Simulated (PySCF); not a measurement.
**GeCl₃⁺ + 3 HF → GeF₃⁺ + 3 HCl**

Level: PBE0 in the def2-TZVP basis family, all electrons, no relativity, computed in PySCF with density fitting; open shells unrestricted.

```csv
species,state and structure,E (Eh),ZPE (kJ/mol),H(298 K) − H(0) (kJ/mol),S° (J/(mol K))
GeCl₃⁺,"singlet, D3h, Ge–Cl 2.045 Å (×3)",-3456.72521,11.8,16.7,319.4
HF,"singlet, C∞v, H–F 0.920 Å",-100.39188,24.9,8.7,173.6
GeF₃⁺,"singlet, D3h, Ge–F 1.649 Å (×3)",-2375.83092,19.3,14.7,287.8
HCl,"singlet, C∞v, H–Cl 1.279 Å",-460.66440,17.9,8.7,186.6
```

(1) What is the electronic reaction energy?

(2) Add zero-point, thermal and entropy terms for 298.15 K and 1 bar.

Answers

(1) At PBE0/def2-TZVP, ΔE = 201.5 kJ/mol from the differences of the total energies times 2625.5, uphill. 

(2) ΔZPE = -13.5 and Δ[H(298) − H(0)] = -2.0 kJ/mol give ΔH° = 186.0 kJ/mol. ΔS° = 7.4 J/(mol K), so ΔG° = 186.0 − 298.15 × (0.0074) = 184 kJ/mol.

The structures come from searches over a few start shapes, so lower isomers are not excluded.
